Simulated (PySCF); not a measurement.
# Correlation energy of Yb⁶³⁺ (ytterbium, charge +63)

[He] 2s2 2p3, high-spin 4S determinant. All numbers are calculated (PySCF 2.14, the non-relativistic Hamiltonian (point nucleus), in an uncontracted even-tempered set (17 s from 42 bohr⁻², ratio 2.2; 10 p from 54 bohr⁻², ratio 2.2; 5 d from 200 bohr⁻², ratio 2.4; 5 f from 300 bohr⁻², ratio 2.4; 4 g from 450 bohr⁻², ratio 2.4)). Frozen: nothing; 7 electrons correlated; the 11 highest virtual orbitals of each spin left out.

MP2 pair energies summed by pair of shells (mhartree):

```tsv
pair	energy	share (%)
2s-2p	-94.38	44.2
1s-1s	-37.66	17.6
2p-2p	-28.90	13.5
1s-2p	-27.85	13.0
2s-2s	-13.92	6.5
1s-2s	-11.01	5.2
```

Total MP2 correlation energy: -213.72 mhartree.

At this charge a non-relativistic calculation is a model, useful for the Z dependence of the correlation energy.

Spin-orbit coupling is strong in this species, so the high-spin LS determinant is a model state.
